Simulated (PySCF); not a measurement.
Q: Give a PBE0-D3(BJ)/def2-SVP geometry of `C1(CCCCC=1C(F)(F)F)Cl`.

A: 
```
atom  x, y, z in Å
F1     2.9968    0.9226   -0.9138
C2     2.4643   -0.0688   -0.1997
F3     2.8023   -1.2113   -0.8147
F4     3.0698   -0.0744    0.9927
C5     0.9636    0.0354   -0.0696
C6     0.3558    1.1672    0.3216
Cl7    1.2397    2.5877    0.7783
C8    -1.1289    1.3288    0.4393
C9    -1.8915    0.1837   -0.2122
C10   -1.2525   -1.1479    0.1476
C11    0.1761   -1.2149   -0.3695
H12   -1.4067    2.2983   -0.0043
H13   -1.3782    1.4118    1.5127
H14   -1.8780    0.3111   -1.3084
H15   -2.9473    0.2170    0.0965
H16   -1.8352   -1.9889   -0.2580
H17   -1.2497   -1.2649    1.2454
H18    0.1840   -1.3903   -1.4608
H19    0.7025   -2.0788    0.0658
```

Any rigid rotation of these coordinates is as good. Atoms count from 1 in this order. The 6-membered ring C5–C6–C8–C9–C10–C11 has internal angles of 110.3° to 124.2° (sum 692°, against 720° for a flat polygon); it is puckered, 0.20 Å rms from its mean plane, widest ring torsion 62°. Of the pairs four or more bonds apart, F3···H19 is among the closest relative to their van der Waals radii: 2.44 Å, 91 % of the sum of Bondi's values. The C–C distances run from 1.343 Å (C5=C6, drawn double) to 1.522 Å (C8–C9, drawn single), a spread of 0.179 Å.

Bonds between heavy atoms (Å): F1–C2 1.333, C2–F3 1.341, C2–F4 1.337, C2–C5 1.510, C5=C6 1.343, C6–Cl7 1.734, C6–C8 1.498, C8–C9 1.522, C9–C10 1.520, C10–C11 1.521, C5–C11 1.508.

The calculation used PBE0-D3(BJ)/def2-SVP geometry optimisation, gas phase (PySCF).

Point group: C1 (no symmetry element, even within 0.4 Å). No PBE0-D3(BJ)/def2-SVP frequencies stand behind this structure, so it isn't proved a minimum. One conformer, not necessarily the lowest (C5–C6–C8–C9 -12°, C6–C8–C9–C10 44°, C8–C9–C10–C11 -62°, C9–C10–C11–C5 46°).
